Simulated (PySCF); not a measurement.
## Ge⁺ (germanium, charge +1) across methods

[Ar] 3d10 4s2 4p1, 2P determinant. Calculation: PySCF 2.14, in aug-cc-pwCVDZ-PP with ECP10MDF; scalar relativity through the core potential.

| method | E (hartree) | mean ε 4s α (eV) | mean ε 4s β (eV) | mean ε 4p α (eV) | Σ⟨r²⟩ (bohr²) | ⟨S²⟩ |
| --- | --- | --- | --- | --- | --- | --- |
| HSE06 | -294.1860 | -21.045 | -20.001 | -12.350 | 27.78 | 0.753 |
| r2SCAN0 | -294.1006 | -21.730 | -20.556 | -13.045 | 27.69 | 0.755 |
| PBE0 | -294.1911 | -21.414 | -20.287 | -12.767 | 27.80 | 0.753 |
| TPSS | -294.1529 | -20.156 | -19.155 | -11.789 | 27.74 | 0.753 |
| BHandHLYP | -294.0874 | -22.664 | -21.359 | -13.680 | 27.85 | 0.754 |
| r2SCAN | -294.1097 | -20.506 | -19.611 | -12.040 | 27.65 | 0.755 |
| LDA | -293.7540 | -20.406 | -19.687 | -11.641 | 27.72 | 0.751 |
| UHF | -293.06982 | -24.588 | -22.285 | -15.550 | 28.20 | 0.760 |

Task: Estimate the same row for PBE.

Result: E (hartree) = -294.2292; mean ε 4s α (eV) = -20.087; mean ε 4s β (eV) = -19.283; mean ε 4p α (eV) = -11.647; Σ⟨r²⟩ (bohr²) = 27.83; ⟨S²⟩ = 0.752.

Energies and moments cover only the electrons outside the core potential.
